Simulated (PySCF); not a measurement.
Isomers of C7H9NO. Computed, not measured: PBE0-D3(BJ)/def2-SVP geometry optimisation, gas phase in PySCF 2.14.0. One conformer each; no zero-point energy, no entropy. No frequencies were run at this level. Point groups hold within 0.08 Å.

Question: Order them by energy at this level, lowest first, and give relative energies in kcal/mol.
A. `[CH2:1]=[CH:2][C:3](=[CH2:4])[C:5](=[CH2:6])[C:7]([NH2:8])=[O:9]` with C1–C2–C3–C4 -164°, C2–C3–C5–C6 39°, C3–C5–C7–N8 -144°, C5–C7–N8–H 15° and 180°
B. `[CH3:1][O:2][CH2:3][c:4]1[cH:5][cH:6][cH:7][n:8][cH:9]1` with C1–O2–C3–C4 -178°, O2–C3–C4–C5 16°

Answer: B (0.0), A (17.8).

As drawn, the lower has an aromatic ring, which the higher lacks; the higher has a C=O bond, an N–H bond and a C(=O)–N unit, which the lower lacks.

```tsv
SMILES	E (Eh)	E rel (kcal/mol)	dipole (D)	point group	A, B, C (MHz)
COCc1cccnc1	-401.36981	0.0	2.67	C1	4959, 914.9, 781.9
C=CC(=C)C(=C)C(N)=O	-401.34140	17.8	3.45	C1	2745, 1176, 985.8
```
